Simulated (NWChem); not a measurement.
Si$_{3}$H$_{7}$F; SMILES F[SiH]([SiH3])[SiH3]

```xyz
11

Si    -0.5225     0.4448     0.0000
F     -1.9656    -0.3328     0.0000
Si     0.6471    -0.1422    -1.9511
Si     0.6471    -0.1422     1.9511
H     -0.7994     1.9154     0.0000
H     -0.1366     0.2118    -3.1731
H      1.9429     0.6061    -1.9654
H      0.9356    -1.6086    -1.9583
H     -0.1366     0.2118     3.1731
H      1.9429     0.6061     1.9654
H      0.9356    -1.6086     1.9583
```
Atoms are numbered in this order, from 1.

All runs: NWChem. Pople sets run with spherical d functions. All runs use the structure optimised with PBE0/def2-SVP. Level: M05-2X/6-31G* with SMD (1 M gas to 1 M solution), gas-phase geometry. Reactions with the solvent are ignored.

Estimate the computed values for solvent methanol. Quantities: solvation free energy (kcal/mol); cavity-dispersion-structure term (kcal/mol); dipole in solution (D).


```yaml
solvation free energy (kcal/mol): -1.6
cavity-dispersion-structure term (kcal/mol): 0.1
dipole in solution (D): 1.66
```
